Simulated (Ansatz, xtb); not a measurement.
# Isomers of C2HBF in order of energy

4 gas-phase structures of C2HBF, found in a search over its isomers (lower ones may exist). Each was relaxed with GFN2-xTB:

A. `C#C[B]F`, a doublet
B. `FB1[C]=C1`, a doublet
C. `[C]#CBF`, a doublet
D. `[BH]C#CF`, a doublet

Question: Estimate their order in r2SCAN-D4/def2-SVP energy at these geometries, lowest first.

Answer: Calculated order at r2SCAN-D4/def2-SVP: B (0.0), A (5.2), C (35.5), D (58.5) kcal/mol.

Energies above the lowest of each column, in kcal/mol; the last columns are at B3LYP-D3(BJ)/6-311G** geometries and were run for some of them only (a dash: not run or not comparable):

| structure | GFN2-xTB | HF/STO-3G | r2SCAN-D4/def2-SVP | B3LYP-D3(BJ)/6-311G** | CCSD(T)/def2-SVP |
| --- | --- | --- | --- | --- | --- |
| B | 14.6 | 0.0 | 0.0 | 0.0 | 0.0 |
| A | 0.0 | 1.9 | 5.2 | 1.4 | 2.6 |
| C | 15.4 | 4.8 | 35.5 | 31.6 | 28.0 |
| D | 29.6 | 51.1 | 58.5 | – | – |

CCSD(T)/def2-SVP puts B lowest of those it was run on; GFN2-xTB picks A. Frequencies (B3LYP-D3(BJ)/6-311G**) were run for A, B, C alone. Open shells are spin-unrestricted, some with notable spin contamination. Large T1 diagnostics make some coupled-cluster values less sure.

Over these structures GFN2-xTB departs from r2SCAN-D4/def2-SVP by 14.6 kcal/mol on average once a common shift is removed. A GFN2-xTB relaxation took about 0.032 s and the r2SCAN-D4/def2-SVP energy about 2 s on a shared host (Ansatz 0.2.0, xtb 6.7.1 (Pople sets with spherical d functions)).
